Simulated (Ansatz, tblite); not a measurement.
Cost and result up the ladder for [Se3]2- (Se3²⁻) (3 atoms). Total charge -2; singlet. Geometry: r2SCAN-D4/def2-TZVPD.

Cartesian coordinates in Å:
```
Se 0.6796 -1.8457 0.5881
Se -0.1705 0.3835 0.7598
Se -0.5091 1.4623 -1.3479
```

Ansatz on 4 threads of Arm Neoverse V1 on a shared host; xTB runs through tblite on one thread. Times are rough, summed over both states, and most runs start from the orbitals of an earlier one. No level here is sound enough to serve as a yardstick. The other state is a triplet.

The xTB rows come from tblite. A multiply charged anion in the gas phase is held together partly by the finite basis.

xTB has no spin-polarisation term.

| level | functions | wall time | vertical triplet (eV) | remarks |
| --- | --- | --- | --- | --- |
| GFN2-xTB | 27 | 0.005 s | 1.95 | – |
| GFN1-xTB | 27 | 0.006 s | 2.14 | – |
| PBE-D4/def2-TZVPD | 171 | 9.7 s | 0.67 | HOMO above zero (singlet), HOMO above zero (triplet) |
| r2SCAN-D4/def2-TZVPD | 171 | 24 s | 0.79 | HOMO above zero (singlet), HOMO above zero (triplet) |
